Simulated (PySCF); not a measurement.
Compound: C3H11FOSi2.
Structure used (PBE0-D3(BJ)/def2-SVP), in Å, numbered top down from 1:
```xyz
18
C3H11FOSi2 angstrom
C     -2.9164   -0.4097   -0.7257
C     -1.5407    0.2214   -0.5061
C     -1.4253    0.8936    0.8615
Si    -0.2071   -1.0797   -0.7707
O      1.3204   -0.4411   -0.5756
Si     2.4815    0.6435   -0.2196
F      1.7863    2.0187    0.3027
H     -3.7151    0.3441   -0.6299
H     -3.1219   -1.1947    0.0215
H     -3.0134   -0.8670   -1.7235
H     -1.3761    0.9858   -1.2889
H     -1.5002    0.1563    1.6787
H     -2.2381    1.6242    1.0087
H     -0.4721    1.4304    0.9734
H     -0.3710   -2.1895    0.2183
H     -0.2892   -1.6386   -2.1539
H      3.2544    0.9834   -1.4404
H      3.3386    0.1383    0.8817
```

The closed-shell ground state was solved at several levels (PySCF, density fitting, gas phase, non-relativistic).

```json
{"level": "PBE0/pcSseg-1", "basis functions": "188", "HOMO (eV)": "-8.08", "LUMO (eV)": "0.60", "gap (eV)": "8.68", "dipole (D)": "0.76"}
{"level": "CAM-B3LYP/def2-SVPD", "basis functions": "242", "HOMO (eV)": "-9.41", "LUMO (eV)": "1.06", "gap (eV)": "10.47", "dipole (D)": "0.79"}
```

Question: What might KT2/pcSseg-1 (188 basis functions) give for the same quantities?

Answer: HOMO -6.88 eV, LUMO -0.55 eV, gap 6.33 eV, dipole 0.75 D.

Question: Over all these levels, which gives the widest orbital gap and which the narrowest?

Answer: CAM-B3LYP/def2-SVPD (range-separated hybrid) has the widest, 10.47 eV, and KT2/pcSseg-1 (GGA) the narrowest, 6.33 eV. Functional and basis both differ between the two, so the spread mixes both effects.

Question: How far do the dipole and the HOMO energy spread over the levels?

Answer: The dipole runs from 0.75 to 0.79 D (mean 0.77 D) and the HOMO from -9.41 to -6.88 eV.

One conformer stands for the species.
